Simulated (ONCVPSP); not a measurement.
Sb (Z = 51): one change to an ONCV potential, before and after

antimony, optimised norm-conserving Vanderbilt (ONCV), made with ONCVPSP 4.0.1 (PBE, fully relativistic). Core [Kr] 4d10, reference 5s2 5p2 (charge +1). Waves: 5s: rc 2.05 bohr, ncon 4, nbas 7, qcut 3.5 1/bohr, 2 projectors, debl 1 Ha; 5p: rc 1.80 bohr, ncon 4, nbas 8, qcut 4.6 1/bohr, 2 projectors, debl 3.8 Ha; d scattering state at 0.08 Ha: rc 2.10 bohr, ncon 4, nbas 7, qcut 5.3 1/bohr, 2 projectors, debl 1.6 Ha. Local part: polynomial inside 1.35 bohr (lpopt 5, dvloc0 0 Ha). Core correction: none.

Open shells are filled in proportion to 2j + 1.

Change: s: debl 3.15.

Cutoffs: the cutoffs (Ha) at which the residual kinetic energy of the hardest occupied pseudo-wave falls to 1 and 0.1 mHa per electron; they do not see the model core or the augmentation charge, which bear on the density cutoff. Errors are all-electron minus pseudo energies relative to the spin-unpolarised reference configuration.

Problem. What does the change do?

Solution. The potential gets neither clearly harder nor softer (10 Ha and 58 Ha → 10 Ha and 58 Ha); both files keep a bound ghost (d, s); the errors of the 4 common tests hardly move; the range in which the s phases agree widens (upper end 3.0 → at the end of the scan).

| quantity | base | changed |
| --- | --- | --- |
| cutoff, loose | 10 Ha | 10 Ha |
| cutoff, tight | 58 Ha | 58 Ha |
| bound ghosts | s, d5/2, d3/2 | s, d5/2, d3/2 |
| GHOST(+) flags under 300 eV | p3/2 at 91.8 eV, p1/2 at 98.6 eV | p3/2 at 91.8 eV, p1/2 at 98.6 eV |
| error for 5s2 5p3, meV [ΔE -8.33 eV] | -1.4 | -1.5 |
| error for 5s2 5p1, meV [ΔE 15.99 eV] | -1.4 | -1.6 |
| error for 5s2 5p0, meV [ΔE 40.43 eV] | +24 | +23 |
| error for 5s2 5p2.5, meV [ΔE -5.06 eV] | -0.5 | -0.6 |
| s: phases at 2.08 bohr within 0.05 rad from the reference energy up to (Ha; the scan ends near 5) | 3.0 | to the end of the scan |
| p3/2: phases at 1.83 bohr within 0.05 rad from the reference energy up to (Ha; the scan ends near 5) | to the end of the scan | to the end of the scan |
| p1/2: phases at 1.83 bohr within 0.05 rad from the reference energy up to (Ha; the scan ends near 5) | 3.6 | 3.6 |
| d5/2: phases at 2.13 bohr within 0.05 rad from the reference energy up to (Ha; the scan ends near 5) | 4.6 | 4.6 |
| d3/2: phases at 2.13 bohr within 0.05 rad from the reference energy up to (Ha; the scan ends near 5) | 4.5 | 4.5 |

Base: The cutoffs count occupied waves only; projector 2 of the p channel, the hardest unoccupied one, needs 80 Ha at the loose tolerance. Changed file: The cutoffs count occupied waves only; projector 2 of the p channel, the hardest unoccupied one, needs 80 Ha at the loose tolerance. A true bound ghost makes a file unfit for plane-wave use even where its test errors are small: the radial tests pick states by their node count and pass the ghost by.
